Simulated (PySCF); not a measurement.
Molecule: `[SiH3]Cc1ccc(F)s1`, C5H7FSSi.

Bonds (- single, = double, # triple, : aromatic): F1-C2, C2:C3, C3:C4, C4:C5, C5-C6, C6-Si7, C5:S8, S8:C2. C3 carries H9; C4 carries H10; C6 carries H11, H12; Si7 carries H13, H14, H15.

Frames of a GFN2-xTB Langevin trajectory at 300 K; GIAO PBE0/pcSseg-1 shieldings in PySCF, gas phase, non-relativistic; equivalent atoms averaged within each frame.

Referencing at the same level of theory: CFCl3 for ¹⁹F (σref 170.95); ¹³C (σref 186.93) and ²⁹Si (σref 349.16) and ¹H (σref 31.72) against TMS; CS2 for ³³S (σref 503.73). The references are static minima.

How do the shifts (ppm) fluctuate along the trajectory?

Results:


```
         time (fs)      F1     C2     C5     C4     C3    C6    Si7   S8    H9   H10
               250  -140.0  174.3  146.3  121.3  114.1  18.8  -53.5  202  6.79  6.30
               425  -126.5  179.5  142.1  122.4  117.8  19.4  -60.4  201  7.04  5.75
               625  -143.3  170.9  143.2  130.6  109.9  12.1  -60.0  204  6.06  6.50
               800  -130.5  177.0  142.3  123.4  110.7  10.7  -75.2  198  6.70  6.75
              1000  -126.9  179.5  142.2  124.1  117.7  11.0  -64.7  201  6.00  6.81
    mean of frames  -133.4  176.2  143.2  124.4  114.0  14.4  -62.7  201  6.52  6.42
standard deviation     7.7    3.7    1.7    3.7    3.7   4.3    8.0    2  0.46  0.43
```

5 frames give an uncertainty of the mean of about the standard deviation over 2.2 at best, since frames this close in time may not be independent; classical motion lacks zero-point vibration, and the reference would need the same averaging.
